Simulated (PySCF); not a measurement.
C₃H₈N (SMILES CC(C)[NH]), doublet, geometry from GFN2-xTB, atoms displaced at random by about 0.03 Å a coordinate; DF-PBE/6-31G, gradient run with PySCF.

PySCF was given this input:
```python
from pyscf import gto, scf, dft

mol = gto.Mole()
mol.atom = '''
    C    -1.027303    0.807196    0.499992
    C    -0.041570   -0.016092   -0.344811
    C     1.342316    0.324646    0.028202
    N    -0.180122   -1.402317   -0.316991
    H    -0.960029    1.829737    0.293234
    H    -1.018243    0.516391    1.554139
    H    -2.118021    0.643584    0.135523
    H    -0.084797    0.305099   -1.411203
    H     1.612556    1.424414   -0.142845
    H     1.539706    0.175778    1.139236
    H     2.055838   -0.288505   -0.499481
    H    -1.211423   -1.645813   -0.040287
'''
mol.basis = '6-31g'
mol.charge = 0
mol.spin = 1
mol.verbose = 4
mol.build()

mf = dft.UKS(mol)
mf.xc = 'pbe'
mf = mf.density_fit(auxbasis='def2-universal-jkfit')
mf.kernel()
g = mf.nuc_grad_method()
g.auxbasis_response = False
grad = g.kernel()
```

The log (banner, timings and long lists left out):

```
PySCF version 2.14.0

[INPUT] verbose = 4
[INPUT] num. atoms = 12
[INPUT] num. electrons = 33
[INPUT] charge = 0
[INPUT] spin (= nelec alpha-beta = 2S) = 1
[INPUT] symmetry False subgroup None
[INPUT] Mole.unit = angstrom
[INPUT] Symbol           X                Y                Z      unit          X                Y                Z       unit  Magmom
[INPUT]  1 C     -1.027303000000   0.807196000000   0.499992000000 AA   -1.941321316944   1.525379368844   0.944847944474 Bohr   0.0
[INPUT]  2 C     -0.041570000000  -0.016092000000  -0.344811000000 AA   -0.078555914998  -0.030409472797  -0.651598354737 Bohr   0.0
[INPUT]  3 C      1.342316000000   0.324646000000   0.028202000000 AA    2.536609612622   0.613492027436   0.053294056165 Bohr   0.0
[INPUT]  4 N     -0.180122000000  -1.402317000000  -0.316991000000 AA   -0.340381249009  -2.649995069822  -0.599026173952 Bohr   0.0
[INPUT]  5 H     -0.960029000000   1.829737000000   0.293234000000 AA   -1.814191881640   3.457701809983   0.554131950411 Bohr   0.0
[INPUT]  6 H     -1.018243000000   0.516391000000   1.554139000000 AA   -1.924200398256   0.975837563190   2.936897069505 Bohr   0.0
[INPUT]  7 H     -2.118021000000   0.643584000000   0.135523000000 AA   -4.002479616077   1.216197498152   0.256101353579 Bohr   0.0
[INPUT]  8 H     -0.084797000000   0.305099000000  -1.411203000000 AA   -0.160243106185   0.576553550879  -2.666787176165 Bohr   0.0
[INPUT]  9 H      1.612556000000   1.424414000000  -0.142845000000 AA    3.047289200524   2.691752347996  -0.269937928263 Bohr   0.0
[INPUT] 10 H      1.539706000000   0.175778000000   1.139236000000 AA    2.909622652350   0.332172278724   2.152844031245 Bohr   0.0
[INPUT] 11 H      2.055838000000  -0.288505000000  -0.499481000000 AA    3.884970776474  -0.545195435568  -0.943882294424 Bohr   0.0
[INPUT] 12 H     -1.211423000000  -1.645813000000  -0.040287000000 AA   -2.289257690999  -3.110135822249  -0.076131396380 Bohr   0.0

nuclear repulsion = 127.892875624969
number of shells = 36
number of NR pGTOs = 120
number of NR cGTOs = 52
basis = 6-31g
ecp = {}

******** <class 'pyscf.df.df_jk.DFUKS'> ********
method = DFUKS
initial guess = minao
damping factor = 0
level_shift factor = 0
DIIS = <class 'pyscf.scf.diis.CDIIS'>
diis_start_cycle = 1
diis_space = 8
diis_damp = 0
SCF conv_tol = 1e-09
SCF conv_tol_grad = None
SCF max_cycles = 50
direct_scf = False
number electrons alpha = 17  beta = 16
XC library pyscf.dft.libxc version 7.1.2
    S. Lehtola, C. Steigemann, M. J. T. Oliveira, and M. A. L. Marques,  SoftwareX 7, 1–5 (2018)
XC functionals = pbe
    J. P. Perdew, K. Burke, and M. Ernzerhof,  Phys. Rev. Lett. 77, 3865 (1996)
    J. P. Perdew, K. Burke, and M. Ernzerhof,  Phys. Rev. Lett. 78, 1396 (1997)
    J. P. Perdew, K. Burke, and M. Ernzerhof,  Phys. Rev. Lett. 77, 3865 (1996)
    J. P. Perdew, K. Burke, and M. Ernzerhof,  Phys. Rev. Lett. 78, 1396 (1997)
radial grids:
    Treutler-Ahlrichs [JCP 102, 346 (1995); DOI:10.1063/1.469408] (M4) radial grids

becke partition: Becke, JCP 88, 2547 (1988); DOI:10.1063/1.454033
pruning grids: <function nwchem_prune>
grids dens level: 3
symmetrized grids: False
atomic radii adjust function: <function treutler_atomic_radii_adjust>
small_rho_cutoff = 0
Set gradient conv threshold to 3.16228e-05
tot grids = 134720
init E= -173.602319916947

cycle= 1 E= -173.445086628089  delta_E= 0.157  |g|= 0.343  |ddm|= 2.13
cycle= 2 E= -173.360039080446  delta_E= 0.085  |g|= 0.519  |ddm|= 1.05
cycle= 3 E= -173.514018853534  delta_E= -0.154  |g|= 0.021  |ddm|= 0.647
cycle= 4 E= -173.514166447108  delta_E= -0.000148  |g|= 0.0163  |ddm|= 0.0524
cycle= 5 E= -173.514303789284  delta_E= -0.000137  |g|= 0.00279  |ddm|= 0.0215
cycle= 6 E= -173.514307964385  delta_E= -4.18e-06  |g|= 0.00177  |ddm|= 0.0066
cycle= 7 E= -173.514309495095  delta_E= -1.53e-06  |g|= 0.0006  |ddm|= 0.00263
cycle= 8 E= -173.514309690609  delta_E= -1.96e-07  |g|= 0.000154  |ddm|= 0.000928
cycle= 9 E= -173.514309703289  delta_E= -1.27e-08  |g|= 7.31e-05  |ddm|= 0.000253
cycle= 10 E= -173.514309706216  delta_E= -2.93e-09  |g|= 1.12e-05  |ddm|= 9.89e-05
cycle= 11 E= -173.514309706312  delta_E= -9.66e-11  |g|= 4.95e-06  |ddm|= 3.1e-05
Extra cycle  E= -173.514309706303  delta_E= 8.87e-12  |g|= 6.78e-06  |ddm|= 1.55e-05
converged SCF energy = -173.514309706303  <S^2> = 0.75227031  2S+1 = 2.002269

******** <class 'pyscf.df.grad.uks.Gradients'> for <class 'pyscf.df.df_jk.DFUKS'> ********
unit = Eh/Bohr
grid_response = False
--------------- DFUKS gradients ---------------
         x                y                z
0 C     0.0535357511     0.0394680752     0.0242604824
1 C     0.0153444281    -0.0383668774    -0.0004669522
2 C    -0.0494292685    -0.0389115622    -0.0387780182
3 N     0.0358660177     0.0544674647    -0.0066957311
4 H    -0.0157414881    -0.0439958957    -0.0048809613
5 H    -0.0061410611    -0.0052551462    -0.0053189009
6 H    -0.0226486141     0.0071719454    -0.0084955259
7 H     0.0110293289    -0.0005273728     0.0058968332
8 H     0.0082485085     0.0208702801     0.0012656645
9 H     0.0052928397     0.0014372193     0.0164785517
10 H    -0.0108870119     0.0083216131     0.0085052339
11 H    -0.0251340947    -0.0040721240     0.0081745221
----------------------------------------------
```
